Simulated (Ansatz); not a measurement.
```yaml
crystal:
  periodic: [false, false, false]
  atoms:
    - {symbol: C, position_ang: [-1.878746, 0.916141, 0.664892]}
    - {symbol: C, position_ang: [-0.385583, 0.683639, 0.237659]}
    - {symbol: F, position_ang: [0.441077, 1.164807, 1.254569]}
    - {symbol: C, position_ang: [-0.123733, -0.692353, -0.395975]}
    - {symbol: Si, position_ang: [2.030135, -0.872766, -0.692434]}
    - {symbol: H, position_ang: [-2.676701, 0.599262, 0.167838]}
    - {symbol: H, position_ang: [-1.875701, 0.187179, 1.828632]}
    - {symbol: H, position_ang: [-1.872499, 1.814130, 1.171927]}
    - {symbol: H, position_ang: [-0.155840, 1.465875, -0.642019]}
    - {symbol: H, position_ang: [-0.167683, -1.470811, 0.313854]}
    - {symbol: H, position_ang: [-0.495958, -0.964736, -1.276366]}
    - {symbol: H, position_ang: [2.403009, 0.190703, -1.770017]}
    - {symbol: H, position_ang: [2.489833, -1.207718, 0.624559]}
    - {symbol: H, position_ang: [2.055392, -2.056938, -1.515010]}
basis:
  gaussian: {orbitals: def2-SVP}
hamiltonian: {xc: {name: PBEsol}, dispersion: d4}
relax: {f_tol: 0.001, max_steps: 3}
output: {forces: true}
```

```sh
$ ansatz run in.yaml --threads 4 --pin off --events-out ev --progress --plain --max-ram 10444MiB
```

Output, abridged:

```
Functional definition: PBEsol
  name "PBEsol"
  cite "Perdew et al., Phys. Rev. Lett. 100, 136406 (2008) doi:10.1103/PhysRevLett.100.136406"
  cite "Perdew, Burke & Ernzerhof, Phys. Rev. Lett. 77, 3865 (1996) doi:10.1103/PhysRevLett.77.3865"
  parent pbesol
  exchange = pbesol_x
  correlation = pbesol_c
1340 factors; their error is unknown
mean field evaluation 1: about -13782.4589 eV, gradient 6.6e1 eV
mean field evaluation 2: about -13758.7935 eV, gradient 1.0e2 eV
mean field evaluation 4: about -13793.7452 eV, gradient 1.1e1 eV
mean field evaluation 8: about -13793.9583 eV, gradient 2.0e-1 eV
mean field evaluation 16: about -13793.8741 eV, gradient 3.9e-4 eV
mean field -13793.87410513 eV, -506.9155235400 hartree, gradient 2.8e-5 eV, S^2 0.000000; 0 other end points of the search recorded, 0 dependent functions left out
the calculation of the forces begins
reference -13793.87414247 eV, -506.9155249122 hartree; 25, 25 occupied and 94, 94 virtual orbitals, 1340 factors
relax step   1: F+E_penalty+E_count = -13793.96358511 eV  Δ(F+E_penalty+E_count) = +0.000e0 eV  max|allowed force component| = 6.439e0 eV/Å  Δτ_max = 0.0000 Å  (28 SCF iters, accepted)
these checks for a lower state are left out or cut short: starts, cluster_reference, orbital_swaps, neighbouring_geometries, increment
1340 factors; their error is unknown
mean field -13796.54648307 eV, -507.0137316177 hartree, gradient 2.6e-5 eV, S^2 0.000000; 0 other end points of the search recorded, 0 dependent functions left out
the calculation of the forces begins
reference -13796.54652060 eV, -507.0137329968 hartree; 25, 25 occupied and 94, 94 virtual orbitals, 1340 factors
relax step   2: F+E_penalty+E_count = -13796.63481163 eV  Δ(F+E_penalty+E_count) = -2.671e0 eV  max|allowed force component| = 1.800e0 eV/Å  Δτ_max = 0.1914 Å  (34 SCF iters, accepted)
these checks for a lower state are left out or cut short: starts, cluster_reference, orbital_swaps, neighbouring_geometries, increment
1340 factors; their error is unknown
mean field evaluation 32: about -13796.8266 eV, gradient 1.8e-3 eV
mean field -13796.82657272 eV, -507.0240247227 hartree, gradient 5.8e-6 eV, S^2 0.000000; 0 other end points of the search recorded, 0 dependent functions left out
the calculation of the forces begins
reference -13796.82661023 eV, -507.0240261010 hartree; 25, 25 occupied and 94, 94 virtual orbitals, 1340 factors
relax step   3: F+E_penalty+E_count = -13796.91598275 eV  Δ(F+E_penalty+E_count) = -2.812e-1 eV  max|allowed force component| = 7.839e-1 eV/Å  Δτ_max = 0.1437 Å  (29 SCF iters, accepted)
Error: geometry relaxation did not converge after 3 steps: max|allowed force component| = 7.84e-1 eV/Å (threshold 1.0e-3). Raise `relax.max_steps` over both its present limit and 3, loosen `relax.f_tol`, or start from a geometry closer to equilibrium. Where this run's directory can be resumed (`checkpoint.write`), a resume goes on for up to `relax.max_steps` more
```

**Question.** What is wrong with this run?

**Answer.** The relaxation is allowed too few steps for its threshold. The run did not converge.
